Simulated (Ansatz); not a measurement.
System: sum formula H$_{6}$Si$_{2}$O, net charge 0, singlet state. 
Coordinates optimised at B3LYP-D3(BJ)/def2-TZVP (Ansatz, a program for electronic structure):
SMILES: [SiH3]O[SiH3]
```xyz
9

Si     1.5118     0.1910     0.4197
O      0.0885    -0.0525    -0.3506
Si    -1.5428    -0.1727    -0.2969
H      1.5185     1.5233     1.0684
H      1.7159    -0.8506     1.4536
H      2.5993     0.1196    -0.5787
H     -2.0337    -0.4553    -1.6621
H     -2.1310     1.0969     0.1908
H     -1.9430    -1.2713     0.6133
```
Charge 0, spin multiplicity 1.

Property: atomisation energy (electronic, to ground-state atoms), in kJ/mol. Cores are frozen in the correlated levels unless marked. Open shells are spin-unrestricted. No spin-orbit coupling. Non-relativistic. The coupled-cluster limit lacks core correlation, which all-electron functionals hold. CBS(X,Y): correlation extrapolated as X^-3; Hartree-Fock from the larger set.

| level | program | atomisation energy (kJ/mol) | minus last row |
|---|---|---|---|
| r2SCAN/def2-TZVPD | Ansatz | 2894.6 | -37.6 |
| PBE0/def2-QZVPP | Ansatz | 2840.3 | -91.9 |
| wB97X-V/def2-TZVPD | Ansatz | 2930.7 | -1.5 |
| B2GP-PLYP-D4/def2-TZVPD | Ansatz + dftd4 | 2873.0 | -59.2 |
| B2PLYP-D4/def2-TZVPD | Ansatz + dftd4 | 2879.1 | -53.1 |
| RPA@PBE/cc-pV(T+d)Z | Ansatz | 2749.1 | -183.1 |
| SCS-MP2/cc-pV(D+d)Z | Ansatz | 2689.8 | -242.4 |
| CCSD/cc-pV(T+d)Z | Ansatz | 2823.9 | -108.3 |
| CCSD(T)/aug-cc-pV(Q+d)Z | Ansatz | 2907.6 | -24.6 |
| CCSD(T)/CBS(aug-cc-pV(T+d)Z,aug-cc-pV(Q+d)Z) | Ansatz | 2932.2 | 0.0 |
